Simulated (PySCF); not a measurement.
## Al⁺ (aluminium, charge +1) across methods

[Ne] 3s1 4s1, high-spin 3S determinant (an excited configuration). All numbers are calculated (PySCF 2.14, the spin-free X2C one-electron Hamiltonian (Gaussian nucleus), in x2c-QZVPPall with one added diffuse shell each of s, p, d, f type (10s7p5d3f1g, 86 functions)).

```json
{"method": "PBE0", "E (hartree)": "-242.0687", "mean ε 2p β (eV)": "-88.880", "mean ε 3s α (eV)": "-20.246", "mean ε 4s α (eV)": "-6.516", "Σ⟨r²⟩ (bohr²)": "44.08", "⟨S²⟩": "2.000"}
{"method": "r2SCAN", "E (hartree)": "-242.1508", "mean ε 2p β (eV)": "-85.979", "mean ε 3s α (eV)": "-19.490", "mean ε 4s α (eV)": "-6.062", "Σ⟨r²⟩ (bohr²)": "44.84", "⟨S²⟩": "2.000"}
{"method": "PBE", "E (hartree)": "-242.0488", "mean ε 2p β (eV)": "-84.129", "mean ε 3s α (eV)": "-19.172", "mean ε 4s α (eV)": "-6.150", "Σ⟨r²⟩ (bohr²)": "43.58", "⟨S²⟩": "2.000"}
{"method": "wB97X-V", "E (hartree)": "-242.1343", "mean ε 2p β (eV)": "-90.982", "mean ε 3s α (eV)": "-22.485", "mean ε 4s α (eV)": "-7.450", "Σ⟨r²⟩ (bohr²)": "45.17", "⟨S²⟩": "2.000"}
{"method": "CAM-B3LYP", "E (hartree)": "-242.1779", "mean ε 2p β (eV)": "-90.145", "mean ε 3s α (eV)": "-21.715", "mean ε 4s α (eV)": "-6.960", "Σ⟨r²⟩ (bohr²)": "44.56", "⟨S²⟩": "2.000"}
{"method": "LDA", "E (hartree)": "-241.1219", "mean ε 2p β (eV)": "-84.262", "mean ε 3s α (eV)": "-19.337", "mean ε 4s α (eV)": "-6.112", "Σ⟨r²⟩ (bohr²)": "43.54", "⟨S²⟩": "2.000"}
{"method": "BHandHLYP", "E (hartree)": "-242.1851", "mean ε 2p β (eV)": "-93.622", "mean ε 3s α (eV)": "-21.294", "mean ε 4s α (eV)": "-6.639", "Σ⟨r²⟩ (bohr²)": "44.94", "⟨S²⟩": "2.000"}
{"method": "UHF", "E (hartree)": "-241.73460", "mean ε 2p β (eV)": "-101.95", "mean ε 3s α (eV)": "-23.095", "mean ε 4s α (eV)": "-7.290", "Σ⟨r²⟩ (bohr²)": "46.68", "⟨S²⟩": "2.000"}
{"method": "HSE06", "E (hartree)": "-242.0847", "mean ε 2p β (eV)": "-88.431", "mean ε 3s α (eV)": "-19.881", "mean ε 4s α (eV)": "-6.198", "Σ⟨r²⟩ (bohr²)": "44.09", "⟨S²⟩": "2.000"}
```

The outer electron is Rydberg-like, and this basis confines it to a smaller radius and binds it less than a complete one would.
